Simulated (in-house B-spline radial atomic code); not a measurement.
Radial electron density of Sm4+, [Kr] 4d9 4f4 5s2 5p6 6d1. Level of theory: scalar-relativistic (X2C) PBE0, spin-polarised, spherical fractional occupations, exact exchange averaged over the configuration, Fermi nucleus of rms radius 5.0819 fm; calculated with an all-electron radial atomic-structure program (B-spline basis).

One-electron X2C: radii and densities carry no picture-change correction, so inner-shell <1/r> comes out high (for 1s by about 2 % at Z = 33, 5 % at 54, 10 % at 75, 30 % at 118) and <r> low.

Columns: r (bohr), 4πr²n(r) (electrons per bohr), bar.

```
0.000639    2.863 #
0.000802    4.024 ##
 0.00101    5.659 ##
 0.00127    7.893 ###
 0.00159    10.86 ####
   0.002    14.91 ######
 0.00251    20.16 ########
 0.00315    26.87 ###########
 0.00395    35.11 ##############
 0.00496    44.88 ##################
 0.00623     55.7 #######################
 0.00783    66.64 ###########################
 0.00983    76.11 ###############################
  0.0123    82.25 ##################################
  0.0155    83.72 ##################################
  0.0195    80.25 #################################
  0.0244    74.68 ###############################
  0.0307    72.05 #############################
  0.0385    77.72 ################################
  0.0484    91.93 ######################################
  0.0608      106 ###########################################
  0.0763    107.7 ############################################
  0.0959     94.3 #######################################
    0.12    81.42 #################################
   0.151    84.92 ###################################
    0.19    95.31 #######################################
   0.238     85.3 ###################################
   0.299    55.43 #######################
   0.376     37.9 ###############
   0.472    42.02 #################
   0.593    42.12 #################
   0.745    28.41 ############
   0.935    16.17 #######
    1.17    11.61 #####
    1.47    8.383 ###
    1.85    4.052 ##
    2.33    1.118 
    2.92   0.3145 
    3.67   0.3637 
    4.61   0.3108 
    5.78   0.1161 
    7.26  0.01807 
    9.12 0.0009731 
    11.5 1.336e-05 
    14.4 5.358e-08
```

On this grid the curve has 5 maxima, near 0.0155, 0.0763, 0.19, 0.593, 3.67 bohr.

The 4d down radial function P(r) = rR(r), positive near the nucleus:

```json
{"r (bohr)": "0.00783", "P": "0.002287"}
{"r (bohr)": "0.0123", "P": "0.007603"}
{"r (bohr)": "0.0195", "P": "0.02488"}
{"r (bohr)": "0.0307", "P": "0.07461"}
{"r (bohr)": "0.0484", "P": "0.2003"}
{"r (bohr)": "0.0763", "P": "0.4472"}
{"r (bohr)": "0.12", "P": "0.7365"}
{"r (bohr)": "0.19", "P": "0.6736"}
{"r (bohr)": "0.299", "P": "-0.1752"}
{"r (bohr)": "0.472", "P": "-1.226"}
{"r (bohr)": "0.745", "P": "-1.196"}
{"r (bohr)": "1.17", "P": "-0.4524"}
{"r (bohr)": "1.85", "P": "-0.058"}
{"r (bohr)": "2.92", "P": "-0.001698"}
```
